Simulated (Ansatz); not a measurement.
Steps of a relaxation of `[CH3][SnH]1[CH2][O]1` with RKS PBE0-D4/def2-TZVP.

```sh
$ ansatz run in.yaml --threads 4 --pin off --events-out ev --progress --plain --max-ram 10444MiB
```

```yaml
crystal:
  periodic: [false, false, false]
  atoms:
    - {symbol: C, position_ang: [-0.932078, 1.505386, 0.009454]}
    - {symbol: Sn, position_ang: [0.989422, 0.459578, -0.237685]}
    - {symbol: C, position_ang: [0.693968, -1.789144, 0.523112]}
    - {symbol: O, position_ang: [-0.218764, -1.621275, -0.352112]}
    - {symbol: H, position_ang: [-1.641928, 1.140561, -0.755453]}
    - {symbol: H, position_ang: [-1.331245, 1.314651, 1.023228]}
    - {symbol: H, position_ang: [-0.768374, 2.593832, -0.119338]}
    - {symbol: H, position_ang: [1.165790, 0.367750, -1.992762]}
    - {symbol: H, position_ang: [1.647020, -2.332212, 0.283290]}
    - {symbol: H, position_ang: [0.479289, -1.690328, 1.621267]}
basis:
  gaussian: {orbitals: def2-TZVP}
hamiltonian: {xc: pbe0, dispersion: d4}
relax: {f_tol: 0.005, max_steps: 150}
```

Positions (Å) and forces (eV/Å) along the path, 13 of 19 steps:

```xyz
10
step=1 energy=-10045.8637 eV
C    -0.932    1.505    0.009   -0.059    0.076    0.004
Sn    0.989    0.460   -0.238   -0.500   -0.126   -0.234
C     0.694   -1.789    0.523   -0.228   -0.092   -0.152
O    -0.219   -1.621   -0.352    0.906   -0.017    0.786
H    -1.642    1.141   -0.755    0.352    0.188    0.384
H    -1.331    1.315    1.023    0.195    0.098   -0.501
H    -0.768    2.594   -0.119   -0.096   -0.523    0.062
H     1.166    0.368   -1.993   -0.016    0.039    0.305
H     1.647   -2.332    0.283   -0.602    0.359    0.044
H     0.479   -1.690    1.621    0.050   -0.003   -0.698
10
step=3 energy=-10045.9160 eV rejected
C    -0.925    1.498    0.004   -0.067    0.056    0.036
Sn    0.931    0.439   -0.247    0.004   -0.261    0.164
C     0.716   -1.759    0.524    0.275   -0.399    0.451
O    -0.191   -1.620   -0.339   -0.341    0.232   -0.414
H    -1.641    1.154   -0.740   -0.018   -0.013   -0.031
H    -1.323    1.334    1.004    0.001   -0.007    0.026
H    -0.744    2.565   -0.134   -0.002    0.040   -0.006
H     1.150    0.380   -1.956    0.040   -0.002   -0.135
H     1.635   -2.320    0.286    0.048    0.176   -0.034
H     0.475   -1.722    1.600    0.059    0.177   -0.057
10
step=5 energy=-10045.9337 eV
C    -0.929    1.491    0.012    0.024    0.029   -0.009
Sn    0.917    0.400   -0.251   -0.074   -0.017   -0.066
C     0.709   -1.757    0.522    0.266   -0.049    0.260
O    -0.196   -1.617   -0.356   -0.256    0.069   -0.261
H    -1.651    1.158   -0.732    0.012   -0.004    0.003
H    -1.322    1.324    1.014    0.005   -0.014    0.008
H    -0.734    2.557   -0.120   -0.003   -0.004   -0.003
H     1.179    0.364   -1.967    0.006    0.006    0.053
H     1.641   -2.290    0.289    0.025   -0.014   -0.006
H     0.469   -1.681    1.592   -0.005   -0.001    0.022
10
step=7 energy=-10045.9437 eV
C    -0.943    1.499    0.013    0.104    0.012    0.018
Sn    0.850    0.346   -0.271   -0.027    0.002   -0.185
C     0.741   -1.732    0.529    0.021   -0.040    0.129
O    -0.186   -1.609   -0.368   -0.144   -0.023   -0.132
H    -1.686    1.186   -0.716   -0.046   -0.054   -0.081
H    -1.326    1.350    1.018   -0.027   -0.034    0.099
H    -0.716    2.554   -0.128    0.019    0.089   -0.016
H     1.221    0.364   -1.968   -0.005    0.010    0.167
H     1.653   -2.293    0.301    0.113   -0.016   -0.049
H     0.475   -1.715    1.593   -0.007    0.053    0.049
10
step=8 energy=-10045.9483 eV
C    -0.954    1.507    0.018    0.088    0.002   -0.031
Sn    0.798    0.310   -0.302    0.023   -0.066   -0.134
C     0.754   -1.722    0.531   -0.110    0.042    0.043
O    -0.193   -1.630   -0.379    0.057   -0.004    0.018
H    -1.713    1.206   -0.700   -0.052   -0.025   -0.058
H    -1.324    1.365    1.029   -0.008   -0.043    0.078
H    -0.708    2.558   -0.129    0.017    0.058   -0.018
H     1.277    0.359   -1.966   -0.070    0.019    0.177
H     1.666   -2.284    0.307    0.061   -0.015   -0.053
H     0.480   -1.720    1.594   -0.006    0.031   -0.022
10
step=9 energy=-10045.9502 eV
C    -0.950    1.506    0.015    0.006    0.012    0.014
Sn    0.781    0.291   -0.310    0.080    0.034   -0.156
C     0.756   -1.718    0.535    0.011   -0.005    0.116
O    -0.191   -1.642   -0.381   -0.037   -0.019   -0.051
H    -1.713    1.215   -0.705   -0.028   -0.002   -0.022
H    -1.319    1.356    1.027   -0.021   -0.012    0.034
H    -0.695    2.557   -0.124    0.011    0.013   -0.011
H     1.267    0.379   -1.966   -0.039   -0.018    0.141
H     1.672   -2.278    0.317    0.016   -0.014   -0.028
H     0.475   -1.715    1.596    0.003    0.011   -0.037
10
step=10 energy=-10045.9510 eV
C    -0.949    1.506    0.014    0.014   -0.005    0.015
Sn    0.787    0.292   -0.315   -0.031    0.005   -0.046
C     0.756   -1.720    0.537   -0.055    0.020   -0.038
O    -0.189   -1.647   -0.386    0.100    0.002    0.088
H    -1.712    1.223   -0.711    0.008    0.005    0.007
H    -1.322    1.345    1.025   -0.006    0.002   -0.010
H    -0.692    2.558   -0.114   -0.002   -0.017    0.000
H     1.255    0.377   -1.967    0.003   -0.015    0.039
H     1.675   -2.279    0.323   -0.028    0.002   -0.014
H     0.473   -1.707    1.597   -0.003    0.002   -0.041
10
step=11 energy=-10045.9513 eV
C    -0.951    1.507    0.014   -0.017    0.016   -0.013
Sn    0.782    0.293   -0.314    0.007    0.000    0.004
C     0.759   -1.716    0.535    0.052   -0.029    0.072
O    -0.196   -1.642   -0.372   -0.023   -0.002   -0.035
H    -1.708    1.233   -0.721    0.005   -0.001    0.004
H    -1.336    1.340    1.019    0.010   -0.005    0.000
H    -0.690    2.559   -0.105    0.001   -0.001    0.008
H     1.261    0.364   -1.960   -0.004    0.002   -0.015
H     1.672   -2.281    0.309   -0.009    0.015   -0.016
H     0.491   -1.707    1.599   -0.021    0.005   -0.009
10
step=13 energy=-10045.9517 eV
C    -0.951    1.506    0.014   -0.002    0.000   -0.002
Sn    0.780    0.289   -0.325   -0.002    0.001   -0.003
C     0.760   -1.713    0.538    0.008   -0.002    0.003
O    -0.189   -1.648   -0.381    0.004   -0.001    0.010
H    -1.711    1.243   -0.721    0.007    0.001    0.004
H    -1.330    1.326    1.019   -0.003    0.002   -0.003
H    -0.686    2.559   -0.092   -0.001   -0.006    0.004
H     1.257    0.362   -1.971    0.002   -0.002   -0.001
H     1.676   -2.276    0.323   -0.009    0.006   -0.003
H     0.478   -1.699    1.599   -0.004    0.002   -0.009
10
step=14 energy=-10045.9518 eV
C    -0.951    1.506    0.013   -0.002    0.002   -0.001
Sn    0.778    0.287   -0.329    0.001   -0.004    0.001
C     0.761   -1.711    0.540    0.000    0.003   -0.005
O    -0.190   -1.649   -0.378    0.004    0.003    0.006
H    -1.709    1.251   -0.727    0.005    0.001    0.003
H    -1.334    1.317    1.015   -0.002    0.002   -0.004
H    -0.684    2.559   -0.081   -0.001   -0.005    0.003
H     1.255    0.358   -1.975   -0.001   -0.001   -0.003
H     1.676   -2.275    0.324   -0.002    0.002    0.001
H     0.480   -1.694    1.600   -0.002   -0.002   -0.001
10
step=16 energy=-10045.9519 eV
C    -0.951    1.506    0.011   -0.008    0.010    0.002
Sn    0.773    0.283   -0.339    0.004   -0.002    0.005
C     0.765   -1.706    0.545   -0.013    0.004   -0.012
O    -0.193   -1.651   -0.366   -0.001    0.004   -0.003
H    -1.698    1.282   -0.749    0.006    0.003    0.008
H    -1.352    1.287    1.000    0.004    0.001   -0.012
H    -0.675    2.559   -0.043   -0.003   -0.014    0.000
H     1.244    0.345   -1.987   -0.002    0.000   -0.003
H     1.677   -2.272    0.325    0.009   -0.003    0.006
H     0.492   -1.684    1.607    0.005   -0.003    0.008
10
step=17 energy=-10045.9519 eV
C    -0.950    1.505    0.010   -0.011    0.012    0.004
Sn    0.773    0.283   -0.342   -0.001    0.009   -0.009
C     0.768   -1.703    0.548   -0.017   -0.010   -0.009
O    -0.196   -1.650   -0.359    0.010   -0.004    0.011
H    -1.689    1.299   -0.764    0.009    0.003    0.010
H    -1.365    1.269    0.989    0.006    0.001   -0.013
H    -0.669    2.559   -0.021   -0.005   -0.013    0.000
H     1.233    0.337   -1.994    0.003    0.001    0.002
H     1.679   -2.271    0.325    0.002    0.001    0.004
H     0.499   -1.679    1.611    0.004    0.000    0.000
10
step=19 energy=-10045.9519 eV
C    -0.950    1.506    0.009   -0.002    0.000   -0.002
Sn    0.772    0.283   -0.345    0.001    0.000    0.001
C     0.768   -1.703    0.549   -0.002   -0.001   -0.001
O    -0.196   -1.652   -0.357    0.002    0.000    0.002
H    -1.688    1.305   -0.767    0.002    0.000    0.002
H    -1.367    1.263    0.986    0.001    0.000   -0.001
H    -0.669    2.559   -0.014    0.000   -0.002    0.001
H     1.232    0.334   -1.997   -0.001    0.000    0.000
H     1.679   -2.271    0.327   -0.001    0.001    0.000
H     0.501   -1.676    1.612    0.001    0.001   -0.002
```

Hardware: 4 threads of an Arm Neoverse V1 on a shared host. Wall time 49 s, peak host memory 0.43 GiB.
